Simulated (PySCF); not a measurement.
C₂H₇Cl₂NSi, SMILES C[C@H](N)[SiH](Cl)Cl.

Geometry: PBE-D3(BJ)/def2-SVP. The structure was generated by enumeration; whether it is a known compound was not checked. One conformer was computed; it need not be the lowest.

These are TDDFT-PBE/def2-SVPD in PySCF 2.14.0 values and carry that method's errors.

Vertical excitations. 

Give excitation energies, oscillator strengths and character. (An estimate is asked for; the answer gives what the named calculation found.)


| state | energy (eV) | λ (nm) | f | main pairs |
|---|---|---|---|---|
| S1 | 4.95 | 251 | 0.001 | HOMO→LUMO 100 % |
| S2 | 5.28 | 235 | 0.015 | HOMO→LUMO+1 99 % |
| S3 | 5.68 | 218 | 0.010 | HOMO→LUMO+2 100 % |
| S4 | 6.34 | 195 | 0.014 | HOMO→LUMO+3 92 % |
| S5 | 6.45 | 192 | 0.020 | HOMO−1→LUMO 92 % |
| S6 | 6.57 | 189 | 0.017 | HOMO→LUMO+4 97 % |
| S7 | 6.66 | 186 | 0.004 | HOMO→LUMO+5 95 % |
| S8 | 6.75 | 184 | 0.009 | HOMO−1→LUMO+1 98 % |
| S9 | 6.83 | 181 | 0.004 | HOMO→LUMO+6 87 % |
| S10 | 6.89 | 180 | 0.012 | HOMO→LUMO+7 89 % |
| T1 | 4.87 | 254 | 0 | HOMO→LUMO 99 % |
| T2 | 5.18 | 240 | 0 | HOMO→LUMO+1 99 % |
| T3 | 5.55 | 223 | 0 | HOMO→LUMO+2 99 % |
| T4 | 6.15 | 201 | 0 | HOMO→LUMO+3 95 % |
Triplets are in the Tamm–Dancoff approximation, which puts them higher than full response would, so one can lie above its singlet here.
